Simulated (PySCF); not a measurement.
H6F2GeSi2, singlet, at a GFN2-xTB geometry, atoms displaced at random by about 0.08 Å a coordinate.

The PySCF input:
```python
from pyscf import gto, scf, dft

mol = gto.Mole()
mol.atom = '''
    Si   -1.57026440    0.79810807   -0.56562165
    F    -2.93743568    0.44264783   -0.76334221
    F    -1.67731128    1.33901252    0.99116331
    Si    0.07339871   -0.70334825   -0.90259245
    Ge    1.63217026   -0.53141569    0.70282717
    H    -1.42660115    2.15174384   -1.35525107
    H     0.60504616   -0.42731222   -2.35646472
    H    -0.42182906   -1.96230348   -0.89175236
    H     2.95950073   -1.27713380    0.34943827
    H     2.44149763    0.78540739    0.76912138
    H     1.55544717   -0.81404040    2.16267317
'''
mol.basis = 'sto-3g'
mol.verbose = 4
mol.build()

mf = dft.RKS(mol)
mf.xc = 'r2scan'
mf.kernel()
g = mf.nuc_grad_method()
grad = g.kernel()
```

### Question
What Mulliken (on the basis functions themselves) charges in atom order does PySCF with R2SCAN/STO-3G, gradient give?

### Answer
Si1 0.74, F2 -0.30, F3 -0.26, Si4 0.29, Ge5 0.11, H6 -0.17, H7 -0.10, H8 -0.11, H9 -0.08, H10 -0.07, H11 -0.06

### Question
What dipole moment does R2SCAN/STO-3G, gradient give?

### Answer
1.47 D

### Question
Estimate the HOMO energy that R2SCAN/STO-3G, gradient returns for this input.

### Answer
-2.92 eV

### Question
Give the total energy at the level R2SCAN/STO-3G, gradient.

### Answer
-2825.691650 Ha

### Question
What is the computed HOMO-LUMO gap (R2SCAN/STO-3G, gradient)?

### Answer
7.06 eV

### Question
What number of basis functions does R2SCAN/STO-3G, gradient give?

### Answer
52
